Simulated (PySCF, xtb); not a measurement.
ClH7Si3, SMILES [SiH3][SiH2][SiH2]Cl.

GFN2-xTB (xtb 6.7.1) at its own geometry gives an orbital gap of 3.91 eV and a dipole moment of 1.74 D.

Geometry: B3LYP-D3(BJ)/def2-SVP. One conformer was computed; it need not be the lowest.

Task: What does CAM-B3LYP/def2-TZVP (PySCF) give? (The exact figures need the calculation; the answer reports its results.)

Result: gap 9.56 eV (levels -9.25 and 0.31 eV), dipole 1.48 D.
